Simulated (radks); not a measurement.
Results of a calculation; reference values are marked as such.
Task: The mean radii <r> (bohr) of the occupied orbitals of an atom or ion are listed with their occupations. Code: a radial shooting solver on a logarithmic mesh with Libxc functionals. Model: Dirac Kohn-Sham, PBE, spin-unpolarised, spherical densities, point nucleus.

orbital  occ.      <r>
1s1/2       2  0.02232
2s1/2       2  0.09460
2p1/2       2  0.07908
2p3/2       4  0.08582
3s1/2       2   0.2489
3p1/2       2   0.2385
3p3/2       4   0.2513
3d3/2       4   0.2233
3d5/2       6   0.2272
4s1/2       2   0.5488
4p1/2       2   0.5568
4p3/2       4   0.5811
4d3/2       4   0.5974
4d5/2       6   0.6048

Name the element and its charge. Open shells, if any, are shared by 2j + 1.

Result: Z = 63, europium, charge +17: Eu17+ in [Kr] 4d10. The 1s radius gives Z: for a bare nucleus <r> = (2 gamma + 1)/(2Z) with gamma = sqrt(1 - (Z/c)^2), 0.02203 bohr for Z = 63, and screening makes it slightly larger (0.02232 here). The occupations add up to 46, and the charge is Z minus that.
